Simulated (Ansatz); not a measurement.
`[CH3][Hf]([NH2])([NH2])[NH2]` + H–F → `[NH2][Hf]([NH2])([NH2])[F]` + CH₄  (ligand exchange at the Hf–C bond)

Calculated with Ansatz (gas phase, PBE0-D4/def2-TZVP geometries, no zero-point term in ΔE). CBS: MP2 limit from def2 TZ/QZ plus the TZ coupled-cluster correction, frozen cores. This one scheme is used for every species. Functionals use def2-TZVPP. def2 core potentials past Kr. For Hf outer-core shells are correlated without core-valence functions, which leaves a few kJ/mol of doubt a bond. Each species was taken in one conformer, which may not be the lowest.

Q: Is it downhill or uphill in electronic energy at CCSD(T)/CBS, and by how much? (Best estimate.)

A: The calculation gave: Downhill: ΔE = -55.0 kcal/mol.

Q: What do these levels give: LDA (SPW92), PBE-D4, r2SCANh-D4, r2SCAN0-D4, BHLYP-D4, revPBE, HF/def2-SVP, HF/def2-TZVPP, SCS-MP2/def2-TZVPP, CCSD/def2-TZVPP, MP2/def2-QZVPP, CCSD/CBS(def2)? (An estimate is asked.)

A: Computed: LDA (SPW92) -56.2, PBE-D4 -56.8, r2SCANh-D4 -58.4, r2SCAN0-D4 -57.7, BHLYP-D4 -58.7, revPBE -57.9, HF/def2-SVP -63.7, HF/def2-TZVPP -60.6, SCS-MP2/def2-TZVPP -56.9, CCSD/def2-TZVPP -56.1, MP2/def2-QZVPP -55.1, CCSD/CBS(def2) -55.4 kcal/mol.

Largest T1 diagnostic among the species: 0.015.

In def2-TZVPP, CCSD(T) changes the Hartree–Fock value by +5.0 kcal/mol (the triples alone add +0.4 kcal/mol) and MP2 by +5.1 kcal/mol. The D4 term adds +1.3 kcal/mol with B3LYP and +0.8 kcal/mol with PBE0; it sums over pairs of atoms, weighted by their polarisabilities, and B3LYP, whose exchange is more repulsive, gets the larger term. At CCSD(T), def2-SVP lies −7.1 kcal/mol from the extrapolated value and def2-TZVPP −0.7 kcal/mol.

B3LYP here is the variant with VWN-RPA as its local correlation; programs differ in this.
